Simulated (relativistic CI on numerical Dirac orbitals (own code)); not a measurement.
Spin-allowed bands of a d2 ion in an octahedral site, by hand

Problem. Take Δ = 10450 cm⁻¹ and B = 850 cm⁻¹ for a d2 ion in an octahedral site. Calculate the three spin-allowed bands.

Working.
1. The terms of highest spin are 3F (energy 0) and 3P (15B = 12750 cm⁻¹). Here the F term splits into A2 at +1.2Δ = 12540, T2 at +0.2Δ = 2090 and T1 at −0.6Δ = -6270 cm⁻¹.
2. The two T1 states mix through the element 0.4Δ: H = [[-6270, 4180], [4180, 12750]], with roots ½(H₁₁ + H₂₂) ∓ ½√[(H₂₂ − H₁₁)² + 4H₁₂²] = ½(6480) ∓ ½(20776) = -7148 and 13628 cm⁻¹.
3. The ground term is 3T1 at -7148 cm⁻¹.
4. Bands: 3T2 9238 cm⁻¹ (1082 nm), 3A2 19688 cm⁻¹ (508 nm), 3T1(P) 20776 cm⁻¹ (481 nm).

Check. Exact diagonalisation of the whole d2 shell with these parameters gives 3T2 9238, 3A2 19688, 3T1 20776 cm⁻¹. The match is exact, since without spin-orbit coupling no other term has this spin. The ratio of the second band to the first, 2.131, depends on Δ/B = 12.3 alone, which is how a Tanabe-Sugano diagram is read.
